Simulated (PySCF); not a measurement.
# 2-Naphthoyl fluoride (2c) (C11H7FO): Computed beside measured shifts

System: 2-Naphthoyl fluoride (2c) (C11H7FO), SMILES O=C(F)c1ccc2ccccc2c1.

Atom-mapped SMILES (hydrogens are numbered by the atom that bears them): [O:1]=[C:2]([F:3])[c:4]1[cH:5][cH:6][c:7]2[cH:8][cH:9][cH:10][cH:11][c:12]2[cH:13]1

Method: GIAO PBE0/pcSseg-2, gas phase, PySCF SCF with an in-house response code, fitting set def2-universal-JFIT up to Ne and JKFIT beyond, grid level 2, non-relativistic, geometry: PBE0-D3(BJ)/def2-SVP.

One optimised conformer. Values are averaged over the atoms that symmetry or fast rotation interchanges, on this one geometry and without vibrational averaging. Shifts are the reference shielding less the shielding here, at the same level (13C, 1H against isolated TMS; 19F against isolated CFCl3; 17O against isolated H2O); nuclei without a reference have shieldings only.

Task: What shifts does this level give for F3, and how do they compare with measurement?

Result: 
```json
{"atom": "F3", "nucleus": "19F", "computed / ppm": "15.4", "measured / ppm": "18.08", "computed less measured": "-2.7", "measured against": "CFCl3", "medium of the measurement": "CDCl3"}
```

Computed 19F and 31P shifts carry an offset from the reference molecule (CFCl3 is hard for DFT, lone H3PO4 or PH3 isn't the 85 % acid), so differences between compounds are more accurate than the values.

Measured values: Chen Zhu, Serik Zhumagazy, Huifeng Yue, Magnus Rueping, Electrophilic N-Trifluoromethylthiophthalimide as a Fluorinated Reagent in the Synthesis of Acyl Fluorides (Supporting Information), Organic Che.
